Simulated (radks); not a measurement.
Q: Mo4+, 38 electrons, occupied as [Kr] 4d2 (the NIST ground configuration). Method: scalar-relativistic Kohn-Sham, r2SCAN, spin-unpolarised, spherical densities, finite nucleus; meta-GGA in the generalised Kohn-Sham scheme; Fermi nuclear charge, rms radius 4.4091 fm; computed with a radial shooting solver on a logarithmic mesh with Libxc functionals. Some entries of the table are withheld. Estimate them.

orbital,occ.,eigenvalue (hartree),r(max) (bohr),<r> (bohr)
1s,2,-731.8578,0.02287,0.03517
2s,2,-105.3706,0.1295,0.1536
2p,6,-94.29742,0.1036,0.1340
3s,2,-19.62207,(1),0.4277
3p,6,(2),0.3768,0.4298
3d,10,-10.01568,0.3234,(3)
4s,2,-4.15684,0.9841,1.091
4p,6,-3.14973,1.059,1.195
4d,2,-1.68750,(4),1.509
5s,0,-1.29377,2.376,(5)
5p,0,-1.03672,2.712,2.910

A: 
(1) 3s r(max) (bohr): 0.3829
(2) 3p eigenvalue (hartree): -15.95741
(3) 3d <r> (bohr): 0.4149
(4) 4d r(max) (bohr): 1.271
(5) 5s <r> (bohr): 2.542
